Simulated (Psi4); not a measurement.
A dimer, C2H6 ··· BCl3 (SMILES CC and ClB(Cl)Cl); the first 8 atoms form monomer A.

```
12

C      0.7630    -0.0088    -0.0095
C     -0.7630     0.0088     0.0095
H      1.1592    -0.7872     0.6456
H      1.1452    -0.1980    -1.0146
H      1.1752     0.9451     0.3255
H     -1.1452     0.1979     1.0146
H     -1.1752    -0.9451    -0.3256
H     -1.1592     0.7873    -0.6455
Cl    -0.0012     0.8584    -3.8151
B     -0.9353    -0.5848    -3.5140
Cl    -0.1280    -2.1144    -3.2807
Cl    -2.6770    -0.4980    -3.4438
```

**Question.** What interaction energy does SAPT0/jun-cc-pVDZ, frozen core (Psi4) give, and which attractive term is the largest?

**Answer.** Total -0.98 kcal/mol: electrostatics -0.93, exchange 2.64, induction -0.25, dispersion -2.44. The most attractive term is dispersion.
